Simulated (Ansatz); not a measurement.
`N#[C][In]([Cl])[Cl]` + `C[SiH2]BN` → `[CH3][In]([Cl])[C]#N` + `NB[SiH2]Cl`  (redistribution)

Computed with Ansatz on PBE0-D4/def2-TZVP structures; ΔE is electronic, products minus reactants. CBS: MP2 limit from def2 TZ/QZ plus the TZ coupled-cluster correction, frozen cores. Functionals use def2-TZVPP. B3LYP here is the variant with VWN-RPA as its local correlation; programs differ in this. Elements past krypton have def2 core potentials. For In outer-core shells are correlated without core-valence functions, which leaves a few kJ/mol of doubt a bond. One conformer a species, not always the lowest.

```tsv
level	ΔE (kJ/mol)	difference from CCSD(T)/CBS
LDA (SPW92)	2.4	-1.3
r2SCAN0-D4	7.4	3.7
ωB97X-V	6.7	3.0
PBE	4.3	0.6
PBE0	6.1	2.4
B3LYP	4.6	0.9
r2SCANh	7.0	3.3
HF/def2-TZVPP	15.4	11.7
MP2/def2-TZVPP	-0.3	-4.0
CCSD/CBS(def2)	4.1	0.4
CCSD(T)/CBS	3.7	0
```

Largest T1 diagnostic among the species: 0.014.

From BLYP to BHLYP (50 % exact exchange), in def2-TZVPP and without D4, ΔE moves by +4.7 kJ/mol. Leaving LDA and LC-ωPBE aside and taking each functional with its dispersion term where it has one, the values, not all of them listed here, spread over 10.3 kJ/mol, from BLYP-D4 to B97M-V. In def2-TZVPP, CCSD(T) changes the Hartree–Fock value by −10.5 kJ/mol (the triples alone add −0.3 kJ/mol) and MP2 by −15.7 kJ/mol.
